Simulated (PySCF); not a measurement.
## Bond length, frequency and bond energy of GaTe by level of theory

State: ²Σ⁺ (doublet), unpaired electrons σ ↑. Set-up: Ga def2-SVP, Te def2-SVP with ECP28; scalar-relativistic core potentials (PySCF 2.14). De refers to Ga + Te in their high-spin ground configurations, without counterpoise correction. The functionals are run spin-unrestricted. A positive dipole means Ga(−)Te(+).

```csv
Level,Re (Å),ωe (cm⁻¹),De (eV),μ (D),"CPU s a point (SCF and correlation, without the integrals)"
UHF,2.436,234,1.38,-3.56,0.25
UHF-MP2,2.377,296,2.61,n/a,0.35
UHF-SCS-MP2,2.394,281,2.40,n/a,n/a
UHF-CCSD,2.421,261,2.31,n/a,n/a
UHF-CCSD(T),2.419,266,2.49,n/a,11
PBE,2.428,257,3.04,-2.16,0.78
BLYP,2.467,237,2.82,-2.13,0.46
r²SCAN,2.396,271,2.97,-2.34,0.95
PBE0,2.406,265,2.85,-2.54,1.5
B97-3,2.431,254,2.74,-2.67,0.63
BHandHLYP,2.423,251,2.50,-2.82,0.65
ωB97X,2.421,251,2.79,-2.61,1
```

Question: Which functional lies closest to UHF-CCSD(T) in De, which farthest, and by how much do they differ from it?

Answer: Closest is BHandHLYP (+0.4 pm in Re, -5.6 % in ωe, +0.01 eV in De against UHF-CCSD(T) in the same basis), farthest PBE (+0.9 pm in Re, -3.4 % in ωe, +0.55 eV in De). CCSD(T) converges more slowly with the basis than the functionals do and binds too weakly in this one, so the order can change at the basis-set limit.

Question: What does the step from GGA to meta-GGA do here, going from PBE to r²SCAN?

Answer: r²SCAN less PBE: -3.2 pm in Re, +5.4 % in ωe, -0.07 eV in De. 

Question: What does second-order correlation do here, going from UHF to UHF-MP2?

Answer: UHF-MP2 less UHF: -5.9 pm in Re, +26.5 % in ωe, +1.23 eV in De. Correlation nearly always deepens the well. The bond shortens, as in weak, metallic or heavy-atom bonds, where dispersion and the correlation of outer-core electrons pull the atoms together.

Correlated steps freeze 13 core orbitals. Correlated levels converge slowly with the basis: in double zeta they bind strong bonds too weakly, by up to about 1 eV, and carry superposition errors of some tenths. Spin–orbit coupling is left out, which matters for elements this heavy, above all for dissociation energies. The state is the lowest determinant that a PBE0 search found; another state may lie lower at other levels.

The whole job (state search and all levels along the bond) took about 3 min on 1 thread of Intel Xeon Platinum 8488C (shared host), peak memory 0.74 GiB.
